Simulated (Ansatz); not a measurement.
`F[SiH](F)[Si](F)(F)F`. The species carries charge 0 and has multiplicity 1.

Z-matrix (Å, degrees):
```
Si
F 1 1.586
Si 1 2.346 2 108.1
F 1 1.586 2 108.2 3 -116.8
H 1 1.477 2 108.7 3 125.4
F 3 1.578 1 110.7 2 61.6
F 3 1.578 1 110.7 2 -179.3
F 3 1.576 1 112.0 2 -58.8
```

(1) What are the harmonic wavenumbers in cm⁻¹ at PBE0-D4/def2-TZVP (Ansatz, finite differences of forces, unscaled)? (An estimate is asked.)

(2) Is this a minimum?

(3) Give the ideal-gas thermochemistry at 298.15 K and 1 bar (rigid rotor, harmonic oscillator; point group Cs, symmetry number 1).

(4) And at 400, 500, 600, 800 and 1000 K?

(5) Rotational constants (cm⁻¹)?

Answers

(1) Ansatz gave: 25, 93, 111, 202, 202, 294, 317, 325, 360, 505, 803, 816, 848, 918, 960, 977, 980, 2275.

(2) Yes, all 18 modes are real.

(3) Zero-point energy 65.9 kJ/mol; H(298) − E = 90.6 kJ/mol; entropy 393.8 J/(mol·K), of which translation 171.5, rotation 121.4, vibration 100.9; G(298) − E = -26.8 kJ/mol. Modes under 100 cm⁻¹ are hindered rotations or soft bends, so the harmonic entropy is rough.

(4) 
```tsv
T (K)	H − E (kJ/mol)	S (J/mol/K)	G − E (kJ/mol)
400	103.7	431.6	-68.9
500	117.9	463.2	-113.7
600	133.0	490.7	-161.4
800	164.9	536.6	-264.3
1000	198.4	573.8	-375.5
```

(5) 0.08598, 0.03891, 0.0347.
